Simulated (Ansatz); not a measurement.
Ansatz (a quantum-chemistry and plane-wave program) input (SVWN5/def2-TZVPD):

Ansatz 0.2 input:
```yaml
crystal:
  periodic: [false, false, false]
  atoms:
    - {symbol: C, position_ang: [-0.95273326, -0.39101067, 0.05280863]}
    - {symbol: C, position_ang: [0.45723761, -0.10827798, 0.51663460]}
    - {symbol: Cl, position_ang: [1.25883918, -1.79896242, 0.05950799]}
    - {symbol: Cl, position_ang: [1.14772050, 1.09116141, -0.77441006]}
    - {symbol: Cl, position_ang: [-2.08758265, 0.98740733, 0.53967869]}
    - {symbol: H, position_ang: [-1.11745911, -0.49839477, -1.02245373]}
    - {symbol: H, position_ang: [-1.33217657, -1.25918047, 0.58459201]}
basis:
  gaussian:
    orbitals: def2-TZVPD
hamiltonian:
  xc: {name: SVWN5}
total_charge: -1
output: {forces: true}
```

Output:

```
Functional definition: SVWN5
integrals: 0.20 GiB planned
1290 factors; their error is unknown
mean field: 1.22 GiB planned
mean field evaluation 1: about -39532.1738 eV, gradient 4.4e1 eV
mean field evaluation 2: about -39502.8111 eV, gradient 1.0e2 eV
mean field evaluation 4: about -39536.4830 eV, gradient 7.8e0 eV
mean field evaluation 8: about -39536.6226 eV, gradient 1.1e-1 eV
mean field evaluation 16: about -39536.5942 eV, gradient 1.7e-3 eV
mean field -39536.59415316 eV, -1452.9430362627 hartree, gradient 2.1e-5 eV, S^2 0.000000; 0 other end points of the search recorded, 0 dependent functions left out
the calculation of the forces begins
reference -39536.59420985 eV, -1452.9430383460 hartree; 33, 33 occupied and 197, 197 virtual orbitals, 1290 factors
Total energy: -39536.59420985 eV, -1452.9430383460 hartree
Atom 0 at    -0.952733    -0.391011     0.052809 Å, force     0.408220     0.727412     0.448170 eV/Å
Atom 1 at     0.457238    -0.108278     0.516635 Å, force     0.001472    -0.190829    -0.640402 eV/Å
Atom 2 at     1.258839    -1.798962     0.059508 Å, force    -0.372905     0.642230     0.129632 eV/Å
Atom 3 at     1.147720     1.091161    -0.774410 Å, force    -0.289123    -0.461686     0.426133 eV/Å
Atom 4 at    -2.087583     0.987407     0.539679 Å, force     0.389798    -0.358871    -0.130962 eV/Å
Atom 5 at    -1.117459    -0.498395    -1.022454 Å, force    -0.038500    -0.002121    -0.464702 eV/Å
Atom 6 at    -1.332177    -1.259180     0.584592 Å, force    -0.098962    -0.356136     0.232132 eV/Å
Dipole moment:    -0.436399    -0.132020    -0.166631 e Å
```

It need not be the lowest isomer of its formula. Whether it binds its extra electron was not tested at this geometry.
